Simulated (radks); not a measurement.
Species: Ru3+. Configuration: [Kr] 4d4.5 5s0.5 (fractional occupations, a model configuration). Method: scalar-relativistic Kohn-Sham, SCAN, spin-unpolarised, spherical densities, finite nucleus; meta-GGA in the generalised Kohn-Sham scheme; Fermi nuclear charge, rms radius 4.4809 fm; computed with a radial shooting solver on a logarithmic mesh with Libxc functionals.

Local quantities along the radius. ELF = 1/(1 + alpha^2) is the electron localisation function; alpha = (tau - tau_W)/tau_unif compares the Pauli kinetic energy density with that of the uniform gas. tau is taken from the large components.

```
   r/bohr * ELF (the largest magnitude, 1, reaches the edge; | marks zero)
  0.00175 |                                                      *
 0.002315 |                                                      *
 0.003064 |                                                      *
 0.004054 |                                                      *
 0.005363 |                                                      *
 0.007097 |                                                      *
  0.00939 |                                                      *
  0.01242 |                                                      *
  0.01644 |                                                     *
  0.02175 |                                                   *
  0.02878 |                                           *
  0.03808 |                         *
  0.05079 |                *
   0.0672 |                        *
  0.08891 |                                      *
   0.1176 |                                         *
   0.1557 |                          *
   0.2059 |               *
   0.2725 |                               *
   0.3605 |                                          *
    0.477 |                                  *
   0.6312 |          *
   0.8351 |                         *
    1.105 |                                         *
    1.474 |                              *
     1.95 |            *
     2.58 |    *
    3.414 |  *
    4.517 |*
    5.977 *
```

On this mesh the ELF has minima near r = 0.051, 0.21, 0.63 bohr, which separate the shells, and maxima near 0.10 (0.76), 0.36 (0.78), 1.1 (0.76).
